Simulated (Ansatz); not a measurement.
```yaml
crystal:
  periodic: [false, false, false]
  atoms:
    - {symbol: C, position_ang: [-1.947466, -0.103173, -1.922722]}
    - {symbol: C, position_ang: [-1.643760, 0.422138, -0.738540]}
    - {symbol: Si, position_ang: [-0.046738, 0.087060, 0.162561]}
    - {symbol: N, position_ang: [-0.444171, -0.791758, 1.584173]}
    - {symbol: C, position_ang: [0.772246, 1.681181, 0.673790]}
    - {symbol: C, position_ang: [0.712302, 2.173945, 1.908292]}
    - {symbol: C, position_ang: [1.117413, -0.807092, -0.992459]}
    - {symbol: C, position_ang: [1.469194, -2.079834, -0.831644]}
    - {symbol: H, position_ang: [-2.885384, 0.108186, -2.430000]}
    - {symbol: H, position_ang: [-1.264441, -0.773710, -2.437616]}
    - {symbol: H, position_ang: [-2.366853, 1.090861, -0.271974]}
    - {symbol: H, position_ang: [-1.204297, -1.450629, 1.575636]}
    - {symbol: H, position_ang: [0.257952, -1.040567, 2.261455]}
    - {symbol: H, position_ang: [1.330697, 2.244364, -0.073867]}
    - {symbol: H, position_ang: [0.166497, 1.658546, 2.693868]}
    - {symbol: H, position_ang: [1.196905, 3.106071, 2.187225]}
    - {symbol: H, position_ang: [1.544081, -0.266434, -1.838203]}
    - {symbol: H, position_ang: [2.154517, -2.588624, -1.504663]}
    - {symbol: H, position_ang: [1.081306, -2.670562, -0.005333]}
basis:
  gaussian: {orbitals: def2-TZVPD}
hamiltonian: {xc: {name: CAM-B3LYP}, dispersion: d3bj}
output: {forces: true}
```

```sh
$ ansatz run in.yaml --threads 4 --pin off --events-out ev --progress --plain --max-ram 66560MiB --backend cuda --devices 0, --max-vram 37GiB
```

It prints (some lines left out):

```
Functional definition: CAM-B3LYP
2068 factors; their error is unknown
915 factors; integrals over basis functions are off by at most 5.4e-6 eV
mean field evaluation 1: about -15753.0358 eV, gradient 8.3e1 eV
mean field evaluation 2: about -15754.4773 eV, gradient 7.8e1 eV
mean field evaluation 4: about -15767.4821 eV, gradient 3.5e0 eV
mean field evaluation 8: about -15767.5054 eV, gradient 2.5e-1 eV
mean field evaluation 16: about -15767.4720 eV, gradient 7.4e-3 eV
mean field -15767.47196280 eV, -579.4439070567 hartree, gradient 4.2e-5 eV, S^2 0.000000; 0 other end points of the search recorded, 0 dependent functions left out
reference -15767.47215225 eV, -579.4439140188 hartree; 34, 34 occupied and 367, 367 virtual orbitals, 2068 factors
Total energy: -15767.91110635 eV, -579.4600452844 hartree
Atom 0 at    -1.947466    -0.103173    -1.922722 Å, force     0.018385     0.068506     0.130221 eV/Å
Atom 1 at    -1.643760     0.422138    -0.738540 Å, force    -0.030003    -0.068428    -0.152786 eV/Å
Atom 2 at    -0.046738     0.087060     0.162561 Å, force    -0.020025     0.078057    -0.040710 eV/Å
Atom 3 at    -0.444171    -0.791758     1.584173 Å, force     0.042305    -0.006552    -0.075826 eV/Å
Atom 4 at     0.772246     1.681181     0.673790 Å, force    -0.005425     0.060407     0.173193 eV/Å
Atom 5 at     0.712302     2.173945     1.908292 Å, force     0.018581    -0.040230    -0.147157 eV/Å
Atom 6 at     1.117413    -0.807092    -0.992459 Å, force     0.059003    -0.193796     0.037601 eV/Å
Atom 7 at     1.469194    -2.079834    -0.831644 Å, force    -0.030391     0.148069    -0.025596 eV/Å
Atom 8 at    -2.885384     0.108186    -2.430000 Å, force     0.071412    -0.014872     0.042800 eV/Å
Atom 9 at    -1.264441    -0.773710    -2.437616 Å, force    -0.061986     0.053894     0.036619 eV/Å
Atom 10 at    -2.366853     1.090861    -0.271974 Å, force     0.041482    -0.055599    -0.046105 eV/Å
Atom 11 at    -1.204297    -1.450629     1.575636 Å, force    -0.013938    -0.009327     0.022509 eV/Å
Atom 12 at     0.257952    -1.040567     2.261455 Å, force    -0.012872    -0.001118     0.026966 eV/Å
Atom 13 at     1.330697     2.244364    -0.073867 Å, force    -0.036629    -0.029947     0.062973 eV/Å
Atom 14 at     0.166497     1.658546     2.693868 Å, force     0.047195     0.045392    -0.057973 eV/Å
Atom 15 at     1.196905     3.106071     2.187225 Å, force    -0.037133    -0.070905    -0.026426 eV/Å
Atom 16 at     1.544081    -0.266434    -1.838203 Å, force    -0.032983    -0.049160     0.062401 eV/Å
Atom 17 at     2.154517    -2.588624    -1.504663 Å, force    -0.052978     0.044735     0.049503 eV/Å
Atom 18 at     1.081306    -2.670562    -0.005333 Å, force     0.035998     0.040876    -0.072208 eV/Å
Dipole moment:     0.007578    -0.159744     0.036567 e Å
```

Hardware: 4 threads of an AMD EPYC 7R13 on a shared host and a share of an NVIDIA H100 80 GB. Wall time 5.5 s, peak host memory 1 GiB.
